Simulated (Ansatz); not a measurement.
Basis-set extrapolation for AlH$_{8}$NOSi$_{2}$ (`N[Si](O)([AlH2])[SiH3]`) (PBE0-D4/def2-TZVP geometry, frozen core, Ansatz 0.2.0). Multiplicity 1, RHF reference.

|  | def2-TZVPP | def2-QZVPP |
| --- | --- | --- |
| HF | -953.898239 | -953.929980 |
| MP2 correlation | -0.783377 | -0.843843 |
| CCSD(T) correlation | -0.873796 | not run |

Energies in hartree. Use E(X) = E(∞) + A·exp(−7.88·√X) for Hartree–Fock and E(X) = E(∞) + B·X^(−2.97) for correlation, with X = 3 and 4, and add CCSD(T) minus MP2 of the smaller set to the MP2 limit.

What is the CCSD(T) energy at the basis-set limit?

HF limit: -953.929980 + (-0.031741) × 0.13774 = -953.93435. MP2 limit: -0.843843 + (-0.060466) × 0.74074 = -0.88863. Higher-order term: -0.873796 − (-0.783377) = -0.09042. Total: -954.91340 hartree, 3.85 eV below CCSD(T)/def2-TZVPP.
